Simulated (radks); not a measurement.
The numbers below are computed, except where a source is named.
Problem. Neutral antimony, [Kr] 4d10 5s2 5p3. Code: a radial shooting solver on a logarithmic mesh with Libxc functionals. Model: non-relativistic Kohn-Sham, PBE, spin-polarised, spherical densities, point nucleus. Every spin shell is full or empty, so the densities are truly spherical. Functionals are evaluated on that one density, not self-consistently. Rank these exchange functionals by their error against the exact value of the orbitals, and give that value: LDA, PBEsol, revPBE, RPBE, WC, AM05, SOGGA, B86b, G96, TPSS, revTPSS, SCAN, r2SCAN, TASK.

Solution. Exact: -163.751 hartree. From best to worst, with 100 (|E| - |E exact|)/|E exact| (equal figures are ties): B86b -0.01, r2SCAN -0.11, SCAN +0.16, RPBE -0.25, revPBE -0.30, TPSS -0.30, G96 +0.34, WC -0.86, revTPSS -0.93, TASK -2.23, PBEsol -2.26, SOGGA -2.27, AM05 -4.50, LDA -4.82.
